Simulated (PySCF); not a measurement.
C4H6F5O2P.
SMILES with atom numbers: `[CH3:1][CH2:2][P@:3](=[O:4])([OH:5])[C:6]([F:7])([F:8])[C:9]([F:10])([F:11])[F:12]` (hydrogens: H13, H14, H15 on C1; H16, H17 on C2; H18 on O5)

Cartesian coordinates in Å at the GFN2-xTB level; atoms count from 1:
```
atom  x, y, z in Å
C1     2.5542   -0.5309    0.2627
C2     1.0747   -0.7130    0.5734
P3     0.1735    0.6270   -0.2777
O4     0.2728    0.7885   -1.7236
O5     0.5827    1.9320    0.5393
C6    -1.6427    0.4342    0.2511
F7    -2.2364    1.6466    0.1958
F8    -1.7730   -0.0105    1.5200
C9    -2.3399   -0.5351   -0.7027
F10   -1.5309   -1.5875   -0.9016
F11   -2.5765    0.0275   -1.8773
F12   -3.4924   -1.0107   -0.2351
H13    2.9189    0.4025    0.6862
H14    3.1337   -1.3519    0.6781
H15    2.7070   -0.5033   -0.8145
H16    0.7143   -1.6706    0.1975
H17    0.8802   -0.6482    1.6436
H18    0.5711    2.7097   -0.0269
```

Mayer bond orders were computed from the PBE0/pcSseg-1 density (PySCF). Isolated species at its GFN2-xTB geometry (one conformer only).

**Question.** Rank these bonds by Mayer order, highest first.
A. P3–O4
B. C1–C2
C. C6–F7
D. P3–C6

**Answer.** A (1.91), B (1.04), C (0.93), D (0.76).

**Question.** Set the orders of all bonds between heavy atoms beside their lengths and the difference of the Hirshfeld charges at their ends.

**Answer.** 
```json
{"bond": "P3–O4", "Mayer order": "1.913", "length (Å)": "1.458", "q(first) − q(second) (e)": "+0.834"}
{"bond": "C1–C2", "Mayer order": "1.040", "length (Å)": "1.523", "q(first) − q(second) (e)": "-0.002"}
{"bond": "C9–F11", "Mayer order": "1.040", "length (Å)": "1.324", "q(first) − q(second) (e)": "+0.309"}
{"bond": "C9–F12", "Mayer order": "1.025", "length (Å)": "1.332", "q(first) − q(second) (e)": "+0.325"}
{"bond": "P3–O5", "Mayer order": "1.013", "length (Å)": "1.593", "q(first) − q(second) (e)": "+0.677"}
{"bond": "C9–F10", "Mayer order": "0.969", "length (Å)": "1.342", "q(first) − q(second) (e)": "+0.308"}
{"bond": "C6–F7", "Mayer order": "0.933", "length (Å)": "1.351", "q(first) − q(second) (e)": "+0.191"}
{"bond": "C6–F8", "Mayer order": "0.930", "length (Å)": "1.351", "q(first) − q(second) (e)": "+0.188"}
{"bond": "C2–P3", "Mayer order": "0.927", "length (Å)": "1.825", "q(first) − q(second) (e)": "-0.559"}
{"bond": "C6–C9", "Mayer order": "0.878", "length (Å)": "1.528", "q(first) − q(second) (e)": "-0.134"}
{"bond": "P3–C6", "Mayer order": "0.764", "length (Å)": "1.901", "q(first) − q(second) (e)": "+0.345"}
```

Mayer orders depend on the basis set.
